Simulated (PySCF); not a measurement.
A run for PySCF: D3(BJ) and D4 dispersion corrections on C2H7Cl (a complex).

```python
from pyscf import gto
from pyscf.dispersion import dftd3, dftd4

mol = gto.M(
    atom='''
    C    -0.02142497    0.03546985   -0.09519288
    H     0.41186808    0.57223824    0.74711636
    H    -1.10861543    0.07947840   -0.03701104
    H     0.30772096    0.49173539   -1.02770916
    H     0.30161639   -1.00491867   -0.07010765
    C    -0.82271389   -0.58665181    3.41838988
    Cl    0.43476121    0.63558920    3.80025670
    H    -1.14112637   -1.04863459    4.34782956
    H    -1.65394489   -0.08126289    2.93669682
    H    -0.38919707   -1.32452192    2.75085591
    ''',
    basis='def2-svp',
    charge=0, spin=0, verbose=0, max_memory=1800)
d3, d4 = {}, {}
for xc in ['hf', 'pbe', 'blyp', 'revpbe', 'tpss', 'r2scan', 'b3lyp', 'pbe0', 'bhlyp', 'camb3lyp', 'b2plyp']:
    d3[xc] = float(dftd3.DFTD3Dispersion(mol, xc=xc, version='d3bj', atm=False).get_dispersion()['energy'])
    print(f'D3(BJ) {xc:10s} {d3[xc]:14.8f} Eh')
for xc in ['hf', 'pbe', 'blyp', 'revpbe', 'tpss', 'r2scan', 'b3lyp', 'pbe0', 'bhlyp', 'camb3lyp', 'b2plyp']:
    d4[xc] = float(dftd4.DFTD4Dispersion(mol, xc={'camb3lyp': 'cam-b3lyp'}.get(xc, xc), atm=True).get_dispersion()['energy'])
    print(f'D4     {xc:10s} {d4[xc]:14.8f} Eh')
```

Output:

```
D3(BJ) hf            -0.03839846 Eh
D3(BJ) pbe           -0.00485140 Eh
D3(BJ) blyp          -0.00981290 Eh
D3(BJ) revpbe        -0.01233916 Eh
D3(BJ) tpss          -0.00600724 Eh
D3(BJ) r2scan        -0.00145497 Eh
D3(BJ) b3lyp         -0.00798654 Eh
D3(BJ) pbe0          -0.00414723 Eh
D3(BJ) bhlyp         -0.00603581 Eh
D3(BJ) camb3lyp      -0.00365795 Eh
D3(BJ) b2plyp        -0.00360968 Eh
D4     hf            -0.01480436 Eh
D4     pbe           -0.00410334 Eh
D4     blyp          -0.00891070 Eh
D4     revpbe        -0.01369853 Eh
D4     tpss          -0.00551781 Eh
D4     r2scan        -0.00115421 Eh
D4     b3lyp         -0.00642568 Eh
D4     pbe0          -0.00349905 Eh
D4     bhlyp         -0.00449985 Eh
D4     camb3lyp      -0.00351486 Eh
D4     b2plyp        -0.00289966 Eh
```

The run finished.

Cost: roughly 0.020 core-seconds.
